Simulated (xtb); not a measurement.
sulfur hexafluoride (F6S), SMILES FS(F)(F)(F)(F)F. All values are semi-empirical tight-binding results from xtb (GFN2-xTB unless named), good for trends rather than for accurate numbers. Coordinates come from a GFN2-xTB optimisation.

```yaml
point_group_as_xtb_finds_it: Oh
orbital_gap: 7.42 eV
zero_point_energy: 10.6 kcal/mol
G − E(el) at 298.15 K (modified RRHO): -6.7 kcal/mol
static polarisability (D4 model): 40.6 bohr³
solvation energy, GFN2-xTB/ALPB(water): -3.6 kcal/mol
solvation energy, GFN2-xTB/ALPB(toluene): -0.7 kcal/mol
```
